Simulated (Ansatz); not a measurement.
This geometry of BCl₂FH₃N (8 atoms, charge 0, multiplicity 1) is a first-order saddle point.

These are results of RKS PBE/def2-SVP (Ansatz 0.2.0), not measurements.

```xyz
8
Properties=species:S:1:pos:R:3
B 0.026 -0.472 -0.069
F -0.230 0.299 1.590
Cl 1.552 0.230 -0.676
Cl -1.498 -0.182 -0.955
N 0.134 -1.774 0.683
H -0.618 -2.450 0.512
H 1.052 -2.229 0.660
H -0.094 -0.760 1.683
```

Which two structures does it join? (They come from a converged band through this point; their orientation in space is the band's.)

Bonds broken: B1–F2, N5–H8. Bonds formed: F2–H8. BCl2FH3N becomes BCl2H2N + FH.

First end point:

```xyz
8
Properties=species:S:1:pos:R:3
B 0.038 -0.153 0.175
F 0.185 0.685 1.250
Cl 1.473 -0.130 -0.988
Cl -1.612 -0.027 -0.647
N 0.057 -1.680 0.810
H -0.062 -2.375 0.058
H 0.958 -1.861 1.283
H -0.714 -1.797 1.488
```

Last end point:

```xyz
8
Properties=species:S:1:pos:R:3
B 0.081 -0.676 -0.435
F -0.297 0.268 2.273
Cl 1.545 0.207 -0.864
Cl -1.480 -0.240 -1.130
N 0.162 -1.768 0.472
H -0.622 -2.416 0.574
H 1.071 -2.165 0.723
H -0.136 -0.549 1.815
```

How far does it lie above each of them?

1.49 eV above the first and 0.33 eV above the second. This is the barrier of this one path; another mechanism may lie lower. The orbitals stay closed-shell, which can raise the energy where a bond breaks towards radicals; this wasn't checked here.

Time of the run: 2.5 min on 2 threads of Arm Neoverse V1, with other jobs on the host, peak memory 0.13 GiB.
